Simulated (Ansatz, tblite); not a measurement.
Removing an electron: cyclo-(Cl2GeS)4 (Ge4S4Cl8). The state is a singlet with charge 0. Geometry: PBE-D4/def2-SVP. Ansatz, gas phase; energy differences of separate SCF runs; the oxidised species was run as a doublet alone.

```xyz
16

Ge    1.967   -0.496   -1.514
Cl    3.740   -0.406   -2.739
Cl    0.366   -1.365   -2.674
S     2.607   -1.833    0.164
Ge    0.787   -1.911    1.468
Cl    1.433   -3.179    3.090
Cl   -0.884   -2.853    0.475
S     0.276    0.084    2.345
Ge   -1.787    0.518    1.595
Cl   -3.271   -0.844    2.365
Cl   -2.142    2.473    2.436
S    -2.112    0.453   -0.618
Ge   -0.615    1.925   -1.391
Cl   -0.947    1.919   -3.521
Cl   -0.943    3.924   -0.649
S     1.526    1.590   -0.831
```

The xTB rows come from tblite. Single mean-field runs in def2-TZVP are fitted with def2-universal-jkfit.

```csv
level,−HOMO (eV),vertical IE (eV),−LUMO (eV),HOMO–LUMO gap (eV)
GFN1-xTB,11.57,13.43,7.29,4.28
GFN2-xTB,11.67,13.40,8.59,3.07
r2SCANh-D4/def2-TZVP,7.91,9.61,3.22,4.69
PBE0-D4/def2-TZVP,8.37,9.69,2.83,5.55
```

Relaxing the oxidised species (PBE-D4/def2-SVP) changes its energy by -0.82 eV at PBE0-D4/def2-TZVP, so the adiabatic ionisation energy to this nearest minimum is 8.87 eV.  Run but left out: PBE-D4/def2-TZVP (charge +1 doublet: an occupied level 0.08 eV above an empty one).  Raw xTB energy differences between charge states are shifted by several eV; the methods need an empirical correction for them.
